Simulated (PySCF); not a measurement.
B2Cl3, SMILES Cl[B]B(Cl)Cl, multiplicity 2. Atoms are numbered in the order given.

```xyz
5

Cl     0.0000     0.0000     2.7265
B      0.0000     0.0000     1.0391
B      0.0000     0.0000    -0.5566
Cl     0.0000    -1.5424    -1.4342
Cl     0.0000     1.5424    -1.4342
```
Charge 0, spin multiplicity 2.

The structure is a stationary point at B3LYP-D3(BJ)/def2-SVP. The isomer is the one that the SMILES or the coordinates give; other isomers of the formula were not compared. One conformer was computed; it need not be the lowest.

Two levels are set side by side: PBE/pcH-1 (PySCF) and B3LYP/pcH-1 (PySCF). Contact hyperfine couplings, same geometry. Differences are taken from unrounded values.

```csv
quantity,PBE
"A(iso) of 35Cl, atom Cl1 (MHz)",2.0
"A(iso) of 11B, atom B2 (MHz)",24.2
"A(iso) of 11B, atom B3 (MHz)",-14.1
"A(iso) of 35Cl, atom Cl4 (MHz)",1.3
"A(iso) of 35Cl, atom Cl5 (MHz)",1.3
```

Task: These are the PBE values. What does B3LYP give? (The exact figures need the calculation; the answer reports its results.)

Result: 
```
quantity                        B3LYP  PBE minus B3LYP
------------------------------  -----  ---------------
A(iso) of 35Cl, atom Cl1 (MHz)    5.0             -3.0
A(iso) of 11B, atom B2 (MHz)     30.7             -6.5
A(iso) of 11B, atom B3 (MHz)    -15.2              1.1
A(iso) of 35Cl, atom Cl4 (MHz)    3.2             -1.9
A(iso) of 35Cl, atom Cl5 (MHz)    3.2             -1.9
```
